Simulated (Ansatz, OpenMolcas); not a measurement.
**How methods differ on HfH4O4 (SMILES O[Hf](O)(O)O)**

HfH4O4: 9 atoms, total charge 0, spin state singlet. SMILES: `O[Hf](O)(O)O`. Geometry: relaxed at PBE0-D4/def2-TZVP. This is one conformer, not always the lowest.

Each level gives the vertical ionisation energy (to the doublet cation) (eV). The values are calculated.

```csv
level,kind,program,value (eV),CPU time (all runs)
HF/def2-SVP (core potential),Hartree–Fock,Ansatz,10.02,33 s
SVWN5/def2-SVP (core potential),LDA,OpenMolcas,9.78,1.8 min
BLYP/def2-SVP (core potential),GGA,Ansatz,9.41,54 s
revPBE/def2-SVP (core potential),GGA,OpenMolcas,9.50,2.5 min
B3LYP/def2-SVP (core potential),global hybrid,OpenMolcas,10.22,2.3 min
BHLYP/def2-SVP (core potential),global hybrid,OpenMolcas,10.84,2.1 min
MP2/def2-SVP (core potential),perturbation theory,Ansatz,11.30,52 s
CCSD(T)/def2-SVP (core potential),coupled cluster or CI,Ansatz,10.78,12 min
```

Spin-orbit coupling, which can split open shells on such heavy atoms by tenths of an eV, is left out. The values span 9.41 to 11.30 eV. The coupled-cluster rows rest on a doubtful reference here (large T1 or Brueckner and Hartree–Fock orbitals at odds), and rows may lie in different states. Times are those of the runs behind each value, whatever else they computed, on shared processors of several kinds: orders of magnitude only.
